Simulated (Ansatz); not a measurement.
This geometry of a periodic cell of 17 atoms, TiSi₁₆ (host Si, host structure diamond, interstitial Ti) is a first-order saddle point.

Theory: DFT PBE, scalar-relativistic, plane waves, PAW in Ansatz 0.2.0. Settings: PAW set soft_1, cutoff 420 eV, k mesh 2x2x2, gaussian smearing 0.02 eV, no spin polarisation.

```xyz
17
Lattice="0.0000 5.4300 5.4300 5.4300 0.0000 5.4300 5.4300 5.4300 0.0000" Properties=species:S:1:pos:R:3
Si -0.031 -0.039 -0.006
Si 1.252 1.245 1.465
Si 2.602 2.597 0.114
Si 4.002 4.000 1.228
Si 2.721 -0.040 2.750
Si 4.105 1.343 4.042
Si 5.495 2.581 2.650
Si 6.917 4.000 4.145
Si -0.028 2.721 2.746
Si 1.356 4.106 4.037
Si 2.585 5.503 2.643
Si 4.006 6.923 4.139
Si 2.825 2.820 5.321
Si 4.108 4.105 6.792
Si 5.500 5.502 5.563
Si 6.899 6.905 6.674
Ti 4.750 4.752 3.394
```

Q: Which two structures does it join? (They come from a converged band through this point; their orientation in space is the band's.)

A: The atom that moves furthest is Ti17, by 2.38 Å; four of its nearest neighbours are Si8 2.42, Si12 2.42, Si4 2.44, Si2 2.44 Å at the first end and Si7 2.42, Si15 2.42, Si11 2.44, Si13 2.44 Å at the last.

Image 0:

```xyz
17
Lattice="0.0000 5.4300 5.4300 5.4300 0.0000 5.4300 5.4300 5.4300 0.0000" Properties=species:S:1:pos:R:3
Si 0.001 0.001 -0.014
Si 1.422 1.422 1.315
Si 2.719 2.719 -0.034
Si 4.010 4.009 1.324
Si 2.757 0.021 2.717
Si 4.052 1.376 4.111
Si 5.410 2.671 2.721
Si 6.827 4.031 4.099
Si 0.021 2.756 2.716
Si 1.376 4.052 4.111
Si 2.672 5.410 2.720
Si 4.032 6.827 4.100
Si 2.714 2.714 5.460
Si 4.065 4.065 6.783
Si 5.430 5.430 5.457
Si 6.794 6.794 6.784
Ti 5.432 5.432 2.700
```

Image 8:

```xyz
17
Lattice="0.0000 5.4300 5.4300 5.4300 0.0000 5.4300 5.4300 5.4300 0.0000" Properties=species:S:1:pos:R:3
Si 0.046 0.018 0.019
Si 1.392 1.357 1.357
Si 2.711 2.708 0.001
Si 4.077 4.098 1.305
Si 2.710 0.001 2.708
Si 4.076 1.305 4.099
Si 5.446 2.672 2.672
Si 6.808 4.069 4.070
Si 0.039 2.693 2.694
Si 1.347 4.070 4.072
Si 2.678 5.491 2.641
Si 4.072 6.827 4.046
Si 2.677 2.640 5.492
Si 4.072 4.046 6.827
Si 5.449 5.467 5.467
Si 6.742 6.785 6.788
Ti 4.050 4.068 4.069
```

Q: How far does it lie above each of them?

A: 1.74 eV above the first and 1.74 eV above the second. This is the barrier of this one path; another mechanism may lie lower. Limits of this set-up: coarse k mesh, a small cell, in which the defect meets its images, a typed lattice constant that wasn't relaxed here.

Time of the run: 19 min on 1 thread of Intel(R) Xeon(R) Platinum 8488C (Sapphire Rapids) (shared host), peak memory 1.1 GiB.
